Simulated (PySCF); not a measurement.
## Sulfur: a sound run and one with changed settings

Sound run: S+ [Ne] 3s2 3p3, S(2+) [Ne] 3s2 3p2. All numbers are calculated (PySCF 2.14, scalar relativity by spin-free X2C-1e, in x2c-SVPall (4s3p1d, 18 functions)). In the sound run the correlated levels freeze [Ne]. The sound run starts from symmetry-adapted Hartree-Fock orbitals and uses a fine grid where one is needed.

Changed run: basis STO-3G, all-electron and non-relativistic. This setting is unsound on purpose.

```json
{"species": "S+", "method": "UHF", "sound run (hartree)": "-398.09772", "changed run (hartree)": "-392.92422", "converged": "yes"}
{"species": "S+", "method": "BP86", "sound run (hartree)": "-398.70781", "changed run (hartree)": "-393.41776", "converged": "yes"}
{"species": "S+", "method": "PBE0", "sound run (hartree)": "-398.53449", "changed run (hartree)": "-393.28457", "converged": "yes"}
{"species": "S+", "method": "MP2", "sound run (hartree)": "-398.16608", "changed run (hartree)": "-392.92422", "converged": "yes"}
{"species": "S(2+)", "method": "UHF", "sound run (hartree)": "-397.25993", "changed run (hartree)": "-392.09347", "converged": "yes"}
{"species": "S(2+)", "method": "BP86", "sound run (hartree)": "-397.84741", "changed run (hartree)": "-392.56313", "converged": "yes"}
{"species": "S(2+)", "method": "PBE0", "sound run (hartree)": "-397.67351", "changed run (hartree)": "-392.42783", "converged": "yes"}
{"species": "S(2+)", "method": "MP2", "sound run (hartree)": "-397.31390", "changed run (hartree)": "-392.10181", "converged": "yes"}
{"species": "S(2+)", "method": "CCSD(T)", "sound run (hartree)": "-397.33623", "changed run (hartree)": "-392.10822", "converged": "yes"}
```

Ionisation energy of S+:

```
 method  sound run (eV)  changed run (eV)
    UHF          22.798            22.606
   BP86          23.413            23.256
   PBE0          23.428            23.313
    MP2          23.189            22.379
SCS-MP2          23.037            22.334
```

A minimal basis cannot let orbitals breathe on ionisation and holds almost no correlation. The Hamiltonian changed with the basis, so the totals do not compare.

For comparison, NIST gives 23.338 eV between the lowest levels.
